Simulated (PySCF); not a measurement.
TeSCl2, singlet: structure and spectrum

Level of theory: PySCF, PBE0, basis Te def2-SVP with ECP28, S def2-SVP, Cl def2-SVP (scalar-relativistic core potentials, no spin–orbit coupling, density fitting).

The structure is a minimum.

Z-matrix (Å, degrees; charge 0 multiplicity 1):
```
Te
S  1 2.2058
Cl 1 2.4021 2 106.62
Cl 1 2.4021 2 106.62 3 -100.89
```

```json
{
  "Point group": "Cs",
  "Bond lengths": "Te–Cl 2.402 Å (×2), Te–S 2.206 Å",
  "Bond angles": "Cl–Te–Cl 95.3°, Cl–Te–S 106.6° (×2)",
  "Lowest empty level": "-3.10 eV",
  "Zero-point energy": "9.5 kJ/mol",
  "Principal quadrupole moments (Buckingham, traceless) about the centre of mass": "-2.71, -1.71, 4.43 D Å",
  "Rotational constants": "0.06112, 0.05787, 0.03697 cm⁻¹",
  "Enthalpy at 298.15 K above 0 K": "17.79 kJ/mol",
  "Atomisation energy without zero-point energy": "772 kJ/mol",
  "Entropy at 298.15 K and 1 bar": "347.7 J/(mol K)",
  "Principal polarisabilities": "45.8, 71.9, 92.5 bohr³",
  "Rotational symmetry number": "1",
  "Dipole moment": "2.59 D",
  "Heat capacity Cp at 298.15 K": "75.9 J/(mol K)",
  "Highest occupied level": "-7.76 eV"
}
```

Harmonic modes (masses in u: Te 129.906, S 31.972, Cl 34.969):
```json
{"symmetry": "a'", "ω (cm⁻¹)": "109", "IR (km/mol)": "1.3"}
{"symmetry": "a''", "ω (cm⁻¹)": "128", "IR (km/mol)": "0.6"}
{"symmetry": "a'", "ω (cm⁻¹)": "155", "IR (km/mol)": "5.5"}
{"symmetry": "a''", "ω (cm⁻¹)": "333", "IR (km/mol)": "67.7"}
{"symmetry": "a'", "ω (cm⁻¹)": "348", "IR (km/mol)": "53.8"}
{"symmetry": "a'", "ω (cm⁻¹)": "509", "IR (km/mol)": "42.6"}
```

Charges (e):
```
 atom  Mulliken  Löwdin  polar tensor  Mayer order to Te1
  Te1      0.77    0.52          1.50                   –
   S2     -0.26   -0.20         -0.44                1.83
Cl3,4     -0.26   -0.16         -0.53                0.89
```

Mulliken populations on Te1 (electrons outside its core potential): s 3.84, p 9.02, d 10.37.

Counting electrons, tellurium keeps 2 of its valence electrons outside its bonds, so the VSEPR class is AX3E1 and the expected shape is trigonal pyramidal; with unlike ligands the computed point group is Cs.

Only a few start shapes were tried, so a lower isomer may exist.

The final relaxation and frequency run took 63 s on 2 threads of a shared Arm Neoverse N1 host, with 80 basis functions and 16 gradients; the process peaked at 0.96 GiB.
